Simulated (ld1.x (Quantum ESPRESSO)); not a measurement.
## Ranking RRKJ potentials for P (Z = 15)

All share these settings but for the change named:

```json
{
  "Element": "phosphorus",
  "Generator": "ld1.x (Quantum ESPRESSO) 7.5",
  "Type": "norm-conserving RRKJ (Kleinman–Bylander form)",
  "Functional": "LDA (PZ)",
  "Relativity": "scalar-relativistic",
  "Frozen core": "[Ne]",
  "Valence charge": "5",
  "Reference configuration": "3s1 3p4",
  "Partial waves": "3s (bound): rc 1.35 bohr; 3p (bound): rc 1.25 bohr",
  "Local potential": "all-electron potential smoothed inside 0.95 bohr (lloc = -1)",
  "Core correction": "none",
  "rho0": "0.01"
}
```

Test errors are all-electron minus pseudo excitation energies from the reference, over 3s2 3p3; 3s2 3p2; 3s2 3p1; 3s2 3p2.5; 3s1 3p3; 3s1 3p0; 3s0 3p5. None of these files shows a bound ghost.

The base gives 2178.9 meV.

Of 10 variants that were run, those that failed, showed a ghost or another fault, or gave nearly equal values are left out.

A variant can come out equal or close to the base, since the largest error may sit in a test that the change hardly touches while other tests move.

(1) Rank these variants by their largest absolute test error, smallest first.
A. functional BLYP
B. local potential the p channel
C. all radii scaled by about 1.28 (s 1.72, p 1.60 bohr); local potential all-electron potential smoothed inside 1.20 bohr (lloc = -1)

Answers

(1) B (404.9 meV), C (530.1 meV), A (2086.8 meV).
